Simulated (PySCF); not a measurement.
These 2 structures share the formula CH6N2Si2Te. The calculation used PySCF, PBE0-D3(BJ)/def2-SVP geometry optimisation, gas phase, def2 core potentials past Kr. Energies are electronic, without zero-point or thermal terms, for one conformer each. No frequencies were run at this level. Point groups hold within 0.08 Å.

Question: Order them by energy at this level, lowest first, and give relative energies in kJ/mol.
A. `[N:1]#[C:2][Si@@H:3]([NH2:4])[Te:5][SiH3:6]` with C2–Si3–N4–H 171° and -36°, C2–Si3–Te5–Si6 -71°
B. `[N:1]#[C:2][Te:3][Si@@H:4]([NH2:5])[SiH3:6]` with C2–Te3–Si4–N5 175°, Te3–Si4–N5–H -75° and 77°

Answer: A (0.0), B (115.2).

As drawn, the lower has an Si–C bond, which the higher lacks; the higher has an Si–Si bond, which the lower lacks.

| SMILES | E (Eh) | E rel (kJ/mol) | dipole (D) | point group | A, B, C (MHz) |
| --- | --- | --- | --- | --- | --- |
| N#C[Si@@H](N)[Te][SiH3] | -997.58514 | 0.0 | 3.99 | C1 | 1674, 851.2, 762.6 |
| N#C[Te][Si@@H](N)[SiH3] | -997.54127 | 115.2 | 5.81 | C1 | 1589, 886.0, 651.9 |
